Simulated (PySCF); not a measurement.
A calculated (PBE0, PySCF 2.14, aug-cc-pVTZ-DK, scalar relativity by spin-free X2C-1e) atom or ion has these occupied shells.

| shell | electrons | orbital energy (eV) | rms radius, mean of both spins (bohr) |
| --- | --- | --- | --- |
| 1s β | 1 | -698.44 | 0.204 |
| 1s α | 1 | -697.98 | 0.204 |
| 2s β | 1 | -51.032 | 1.06 |
| 2p β | 2 | -31.276 | 1.12 |
| 2p α | 3 | -30.531 | 1.12 |

Task: Name the element and its charge.

Result: F⁺ (fluorine, charge +1), in [He] 2s1 2p5, 2s spin antiparallel (an excited configuration).
